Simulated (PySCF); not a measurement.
C3H5BO2. Atoms are numbered in the order given.

```xyz
11

O     -0.1473     2.1862     0.0000
B     -0.0990     0.8265     0.0000
C     -1.2641    -0.1648     0.0000
C     -0.6812    -1.3922     0.0000
O      0.6607    -1.4660     0.0000
C      1.1944    -0.1199     0.0000
H      0.7170     2.6140     0.0000
H     -2.3460    -0.0359     0.0000
H     -1.1597    -2.3773     0.0000
H      1.8409    -0.0167    -0.8889
H      1.8409    -0.0167     0.8889
```

Coordinates come from a B3LYP-D3(BJ)/def2-SVP optimisation. This is a generated structure with no PubChem entry under its InChIKey; it may be hypothetical. Other conformers were not sampled.

Level of theory: PySCF with M06-2X/def2-TZVP.

The molecule is in vacuum.

### Question
Estimate the frontier levels, gap, dipole moment and polarisability. (The exact figures need the calculation; the answer reports its results.)

### Answer

The highest occupied level is -8.07 eV and the lowest empty level is 0.43 eV. The orbital gap comes out as 8.50 eV and the dipole moment is 1.43 D. The quadrupole, principal values (traceless, Buckingham form, about the centre of nuclear charge) is -9.95, -2.67, 12.63 D·Å. The mean static polarisability is 52.8 bohr³ (7.82 Å³) and the polarisability, principal values is 38.1, 56.8, 63.5 bohr³.
